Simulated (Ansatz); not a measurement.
CH4ClFOTi (`[CH3][Ti]([OH])([F])[Cl]`), 9 atoms. The species carries charge 0 and has multiplicity 1. Correlated methods include outer-core shells of Ti, which these sets cover unevenly. Scalar relativity is left out up to krypton. All runs use 4 threads of an Arm Neoverse N1 on a shared host. Correlated methods freeze the cores.

Task: Give the basis size and wall time and peak host memory of each of these runs in Ansatz. RKS PBE0-D4/def2-TZVP relaxation (39 steps); RKS ωB97M-V/def2-QZVPP energy; RKS B2PLYP (frozen core)/def2-TZVPP energy; RKS CAM-B3LYP-D4/def2-TZVPP energy; RKS PBE0-D4/def2-TZVP frequencies; RHF-CCSD(T)/def2-TZVPP energy; RHF-CCSD(T)/def2-SVP energy; direct RPA on PBE orbitals/def2-TZVPP energy; RKS PBE0-D4/def2-SVP energy; RKS PBE0-D4/def2-QZVPP energy; RKS revPBE-D4/def2-TZVPP energy; RKS PBE-D4/def2-TZVPP energy and forces. (Best estimate.)

Result: Ansatz gave: Other jobs shared the machine, so times are rough.

| level | job | functions | wall time | peak host memory (GiB) |
| --- | --- | --- | --- | --- |
| RKS PBE0-D4/def2-SVP | energy | 111 | 2.9 s | 0.5 |
| RKS revPBE-D4/def2-TZVPP | energy | 255 | 4.6 s | 0.37 |
| RKS PBE-D4/def2-TZVPP | energy and forces | 255 | 5.5 s | 0.37 |
| RKS CAM-B3LYP-D4/def2-TZVPP | energy | 255 | 8.5 s | 0.83 |
| RKS B2PLYP (frozen core)/def2-TZVPP | energy | 255 | 13 s | 0.73 |
| direct RPA on PBE orbitals/def2-TZVPP | energy | 255 | 15 s | 0.71 |
| RHF-CCSD(T)/def2-SVP | energy | 111 | 17 s | 0.59 |
| RKS PBE0-D4/def2-QZVPP | energy | 454 | 18 s | 1.8 |
| RKS ωB97M-V/def2-QZVPP | energy | 454 | 42 s | 2.1 |
| RKS PBE0-D4/def2-TZVP | frequencies | 199 | 4.3 min | 0.59 |
| RKS PBE0-D4/def2-TZVP | relaxation (39 steps) | 199 | 4.6 min | 0.59 |
| RHF-CCSD(T)/def2-TZVPP | energy | 255 | 8.8 min | 6.2 |
